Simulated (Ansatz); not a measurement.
`N[Si]Br` + `[SiH3]N[SiH3]` → `[SiH3]N([SiH3])[Si]Br` + NH₃ at 298.15 K and 1 bar (ligand exchange at the Si–N bond).

Calculated with Ansatz (gas phase, PBE0-D4/def2-TZVP geometries, no zero-point term in ΔE). CCSD(T)/CBS is the MP2 limit (def2-TZVPP, def2-QZVPP) plus CCSD(T) − MP2 in def2-TZVPP, frozen cores. This one scheme is used for every species. For Br outer-core shells are correlated without core-valence functions, which leaves a few kJ/mol of doubt a bond. Scalar relativity is left out up to krypton. Each species was taken in one conformer, which may not be the lowest.

```csv
species,CCSD(T)/CBS energy (Eh),H − E (kJ/mol),S (J/(mol·K))
`N[Si]Br`,-2918.35423,86.0,293.9
`[SiH3]N[SiH3]`,-637.10515,192.6,335.6
`[SiH3]N([SiH3])[Si]Br`,-3498.95213,179.4,392.4
NH₃,-56.50880,100.5,192.4
```

H − E and S are ideal-gas, rigid-rotor, harmonic terms from PBE0-D4/def2-TZVP, for one conformer and one mirror image of each species. 1 Eh = 2625.50 kJ/mol, R = 8.31446 J/(mol·K).

Question: By hand: ΔE, ΔH, ΔS and ΔG.

Answer: ΔE = (-3498.95213) + (-56.50880) − (-2918.35423) − (-637.10515) = -0.00155 Eh = -4.1 kJ/mol. Δ(H − E) = 179.4 + 100.5 − 86.0 − 192.6 = 1.3, so ΔH = -2.8 kJ/mol. ΔS = 392.4 + 192.4 − 293.9 − 335.6 = -44.7 J/(mol·K). ΔG = -2.8 − 298.15 × (-44.7)/1000 = 10.5 kJ/mol.

Question: By hand: the equilibrium constant, and the temperature at which ΔG would vanish if ΔH and ΔS stayed fixed.

Answer: log₁₀ K = −ΔG/(RT ln 10) = -1.8. ΔG = 0 at ΔH/ΔS = 63 K, though so small a ΔH makes that figure unsure.

TΔS isn't small against ΔH here. A doubt of 5 kJ/mol in ΔE shifts log₁₀ K by 0.9 here. Other conformers and mirror images would add mixing entropy, several J/(mol·K) or more a flexible species. Modes under 60 cm⁻¹, often nearly free rotors, make the harmonic entropy too high. These are equilibria of isolated gas molecules and say nothing of rates. Largest T1 diagnostic: 0.012 (customary marks: 0.02 for closed shells, 0.045 for open ones).
